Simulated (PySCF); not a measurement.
Computed XPS line lists of a few unrelated compounds.

Computed with PySCF 2.14.0, delta-SCF UKS SCAN, pcX-2 on the ionised atom, pcseg-1 elsewhere, spin-free X2C. Geometries: PBE0-D3(BJ)/def2-SVP; isolated species, one conformer each.

Line lists (1s up to Mg, 2p3/2 beyond, nothing for Ga; areas count atoms within a level, one atom standing for each set equivalent by bonding):
1. C 1s: 289.40 (area 1), 289.46 (area 1), 290.15 (area 1), 290.25 (area 1), 290.34 (area 1) eV
2. C 1s: 290.74 (area 2), 291.49 (area 2), 294.52 (area 1) eV; N 1s: 404.18 eV; F 1s: 692.73 eV; Si 2p3/2: 106.85 eV
3. C 1s: 290.84 (area 1), 290.98 (area 1), 291.29 (area 1), 291.67 (area 1), 292.89 (area 1) eV; N 1s: 404.97 eV; Cl 2p3/2: 206.15 eV

Structures:
A. `C[C@H]1C[CH2][GaH][CH2]1`
B. `Clc1ccccn1`
C. `FC(F)[SiH2]N1CCCC1`

**Question.** Which list belongs to which compound?

**Answer.** 
- 1 = A: no other candidate has this set of levels. C 1s: 289.40 ring CH2 carbon, 289.46 ring CH2 carbon, 290.15 ring CH2 carbon, 290.25 sp3 CH carbon, 290.34 methyl carbon.
- 2 = C: no other candidate has this set of levels. C 1s: 290.74 ring CH2 carbon (×2), 291.49 sp3 carbon bound to nitrogen (×2), 294.52 CHF2 carbon; N 1s: 404.18 silicon-bound nitrogen; F 1s: 692.73 fluorine of a CF2 group (×2); Si 2p3/2: 106.85 SiH2 silicon.
- 3 = B: no other candidate has this set of levels. C 1s: 290.84 aromatic CH carbon, 290.98 aromatic CH carbon, 291.29 aromatic CH carbon, 291.67 aromatic CH next to a ring nitrogen, 292.89 aromatic C–Cl carbon; N 1s: 404.97 pyridine-type nitrogen; Cl 2p3/2: 206.15 aryl chlorine.

The 2p values aren't plain energy differences: one relaxed spin-free 2p hole is combined with a matrix within the shell (ground-state 2p orbital-energy differences and spin–orbit coupling). 2p3/2, the mean of its two sublevels, lies a third of the splitting below the shell's mean and 2p1/2 two thirds above it; the statistical areas are 2:1.
